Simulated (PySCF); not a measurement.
Simulated characterisation data

PySCF calculation with geometry from GFN2-xTB and shielding tensors at PBE0/pcSseg-1 (GIAO); no solvent model, single conformer, one averaged value for each set of equivalent atoms, non-relativistic.

Shifts are taken against calculated references (same method and geometry level): 1H (σ = 31.72 ppm) and 13C (σ = 186.93 ppm) against TMS. Splittings of carbon signals by F and P are missing where no couplings were computed. Where no couplings were computed, multiplicities follow the n + 1 count of equivalent neighbours, and m marks all less simple cases (inequivalent or close neighbours, rings, F or P nearby). Shifts are as computed. Against solution values, carbons near 30 ppm lie about +3 ppm off and those near 130 ppm about +5 ppm. Of 1211 compounds with measured shifts, 218 miss one by over three times the rms of a fit or turn the order of signals round; such compounds aren't used in these exercises.

**1.** `InChI=1S/C4H7N3OSi/c1-3(8)4-2-5-7(9)6-4/h2H,1,9H3`. 1H NMR (500 MHz, computed): δ 8.48 (s, 1H), 5.33 (s, 3H), 2.74 (s, 3H). 13C{1H} NMR (computed): δ 196.6, 154.3, 144.5, 30.7.

**2.** `Fc1ccccc1-n1cccn1`, C$_{9}$H$_{7}$FN$_{2}$. 1H NMR (500 MHz, computed): δ 9.27 (m, 1H), 8.44 (m, 1H), 7.84 (m, 1H), 7.57 (m, 1H), 7.55 (m, 1H), 7.43 (m, 1H), 6.61 (m, 1H). 13C{1H} NMR (computed): δ 161.0, 144.2, 134.7, 132.3, 131.5, 130.6, 129.3, 123.1, 114.5.
